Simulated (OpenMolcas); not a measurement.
## Ge I: effect of the active space

```yaml
Program: OpenMolcas 26.06
Method: SS-CASPT2 or its RAS form, IPEA 0.25 Eh, imaginary shift 0.1 Eh
Basis: ANO-RCC
Scalar_Hamiltonian: DKH2, point nucleus
Spin-orbit_coupling: state interaction with AMFI integrals over the reference wave functions, term energies averaged over their components
```

A. 4 electrons in 8 orbitals (4s 4p 5s 5p); 2S+1 = 3 even, 3 roots; 2S+1 = 1 even, 6 roots; 2S+1 = 5 odd, 1 root; 2S+1 = 3 odd, 5 roots; closed shells correlated: 3d; CASPT2 step about 50 core-seconds
B. 2 electrons in 9 orbitals (RAS2 4p; RAS3 4d 5s, at most 1 electron); 2S+1 = 3 even, 3 roots; 2S+1 = 1 even, 6 roots; 2S+1 = 3 odd, 18 roots; 2S+1 = 1 odd, 8 roots; closed shells correlated: 3d 4s; CASPT2 step roughly 60 core-seconds
C. 4 electrons in 9 orbitals (RAS2 4s 4p; RAS3 4d, at most 2 electrons); 2S+1 = 3 even, 3 roots; 2S+1 = 1 even, 6 roots; 2S+1 = 5 odd, 1 root; 2S+1 = 3 odd, 5 roots; 2S+1 = 1 odd, 5 roots; closed shells correlated: 3d; CASPT2 step about 80 core-seconds

Energies in cm⁻¹ above 4s² 4p² ³P₀, the measured ground level; measured values from NIST Handbook of Basic Atomic Spectroscopic Data.

```csv
Level,A,B,C,Measured
4s² 4p² ³P₀,0.0,0.0,0.0,0.0
4s² 4p² ³P₁,456,478,499,557
4s² 4p² ³P₂,1166,1238,1271,1410
4s² 4p² ¹D₂,6980,6940,7010,7125
4s² 4p² ¹S₀,15680,18500,16320,16367
```

Deviations, from unrounded energies. A percentage is the sum of absolute deviations over the sum of measured energies, with the sign that they share, or ± where signs differ.

| Against measurement | Levels | A | B | C |
| --- | --- | --- | --- | --- |
| mean absolute deviation (cm-1) | 4 | 290 | 640 | 89 |
| fine structure of the ground term (%) | 2 | -17.5 | -12.8 | -10.0 |
| other terms of the ground configuration (%) | 2 | -3.6 | ±9.9 | -0.7 |

C lies closest to measurement on these levels and B furthest from it. The largest miss of C in the table is 4s² 4p² ³P₂, by -140 cm-1. The ranking rests on the paired levels alone, and a cruder setting can come out closer through cancelling errors.

Among A to C the level of the table that moves most is 4s² 4p² ¹S₀, by 2800 cm-1 (lowest in A, highest in B). Moves below CASPT2's spread within the term are not significant.

CASPT2 breaks the degeneracy within a term, and the mean is taken; among the terms shown or strongly mixed into the levels shown the widest spread is 110 cm-1 (4s² 4p² ¹D, B). Over all roots computed the reference weight is 0.89 to 0.95 in A; the roots of lowest weight are the least certain, and an intruder state may touch them. Active for correlation alone: 5p 5s; no level in the range computed is led by a configuration that fills them, so any true level of that kind is missing (holds for A). With the s shell closed, the reference lacks s² → p² mixing (holds for B). The run also gave levels led by 4s² 4p 4d, which use shells meant for correlation; these and all levels above them are left out (holds for C). Measured partners are found by configuration, term and J. A level has none where our copy of the source lacks it or the pairing is in doubt (some pairs that miss far off the trend of their configuration count as doubtful), and it then counts in no deviation. Levels of configurations outside the active space are missing. Levels that lie high or do not pair safely by name in every column are left out.
